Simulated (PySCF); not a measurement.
## Vertical excitation energies

C₃H₁₀N₂Si₂.
Geometry (PBE0-D3(BJ)/def2-SVP, Å), atoms numbered from 1 in this order:
```
atom  x, y, z in Å
N1    -3.3102    1.3031   -0.1848
C2    -2.3539    0.6778    0.3661
C3    -1.0260    0.3044   -0.2153
C4     0.1606    0.4624    0.7582
Si5    1.6225   -0.5374    0.0926
N6     0.7225   -1.7907   -0.7247
Si7   -0.9923   -1.5078   -0.8283
H8    -3.0481    1.5791   -1.1396
H9    -2.5160    0.3274    1.4035
H10   -0.8520    0.9128   -1.1225
H11   -0.1074    0.0381    1.7426
H12    0.4035    1.5236    0.9313
H13    2.4892    0.2639   -0.8314
H14    2.5063   -1.0684    1.1770
H15    1.1618   -2.6191   -1.1106
H16   -1.8092   -2.3998    0.0551
H17   -1.5349   -1.6265   -2.2166
```

Computed with PySCF, TDDFT PBE0/def2-SVPD, vertical, gas phase, core orbitals frozen in the response.

Q: Predict the UV-vis stick spectrum at this level.

A: 

```csv
state,E (eV),ν̃ (cm⁻¹),f,"main configurations (H = HOMO, L = LUMO)"
S1,5.27,42520,0.0012,"H→L (81%), H-1→L (15%)"
S2,6.12,49370,0.0081,"H-1→L+1 (50%), H→L+1 (44%)"
S3,6.38,51450,0.0015,"H-1→L (76%), H→L (14%)"
S4,6.54,52740,0.0036,"H→L+1 (44%), H-1→L+1 (42%)"
S5,6.63,53450,0.010,"H→L+2 (64%), H-1→L+2 (26%)"
S6,6.87,55430,0.0044,"H-1→L+2 (65%), H→L+2 (23%)"
S7,7.04,56800,0.0060,"H→L+3 (62%), H-1→L+3 (27%)"
S8,7.14,57600,0.109,"H-2→L (70%), H-1→L+3 (10%)"
S9,7.22,58210,0.020,"H-2→L+1 (37%), H-1→L+3 (30%), H→L+3 (14%)"
S10,7.29,58800,0.076,"H-2→L+1 (51%), H-1→L+3 (13%), H→L+5 (11%)"
```

Triplets (Tamm–Dancoff): T1 4.45 eV, H→L (76%), H-1→L (17%); T2 4.91 eV, H-2→L (77%); T3 5.80 eV, H-1→L+1 (56%), H→L+1 (33%); T4 6.32 eV, H-1→L (65%), H→L (14%).

The lowest singlet comes at 235 nm (509 kJ/mol) in the ultraviolet; it is very weak; its leading configuration is HOMO→LUMO (81%). The strongest level in the table is S8 at 7.14 eV (174 nm, f = 0.109). Löwdin shares by element: HOMO nitrogen 52%, carbon 20% or more (atoms not listed hold the other 29%); LUMO carbon 41% or more, nitrogen 34% or more, hydrogen 5% or more (atoms not listed hold the other 20%). Of the 10 states listed, 4 reach f = 0.01 and none stays under 0.0005. The listed states span 2.02 eV, and the widest gap between neighbours is 0.85 eV (S1 to S2). Orbital energies (eV): HOMO-3 -9.17, HOMO-2 -8.26, HOMO-1 -7.62, HOMO -7.36, LUMO -0.24, LUMO+1 -0.03, LUMO+2 0.32. All these states lie below the vertical ionisation energy of 9.07 eV (ΔSCF). The window holds the lowest 10 singlets.

One conformer stands for the species.
